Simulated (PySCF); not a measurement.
# Correlation energy of Sc (scandium, neutral)

[Ar] 3d2 4s1, high-spin 4F determinant (an excited configuration). Calculation: PySCF 2.14, in dyall-av2z; the non-relativistic Hamiltonian (point nucleus). Frozen: [Ar]; 3 electrons correlated; the 25 highest virtual orbitals of each spin left out.

```tsv
level	correlation energy (mhartree)
CCSD	-16.99
(T)	-0.24
CCSD(T)	-17.23
```

Diagnostics: T1 = 0.019, D1 = 0.0305, largest double amplitude 0.061.

Task: Is a single reference adequate?

Result: Yes: T1 lies below 0.03 and no double amplitude reaches 0.07.
